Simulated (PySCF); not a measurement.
# Electron correlation in Zr⁺ (zirconium, charge +1)

[Kr] 4d2 5s1, high-spin 4F determinant. Computed with PySCF 2.14 in cc-pVDZ-PP with ECP28MDF (4s4p3d1f, 38 functions), with scalar relativity through the core potential. Frozen: 4s2 4p6; 3 electrons correlated.

MP2 pair energies summed by pair of shells (mhartree):

| pair | energy | share (%) |
| --- | --- | --- |
| 4d-5s | -6.30 | 72.0 |
| 4d-4d | -2.45 | 28.0 |

Total MP2 correlation energy: -8.75 mhartree.

Same-spin part -8.75 and opposite-spin part 0.00 mhartree; SCS-MP2 scales them by 1/3 and 6/5 to -2.92 mhartree.
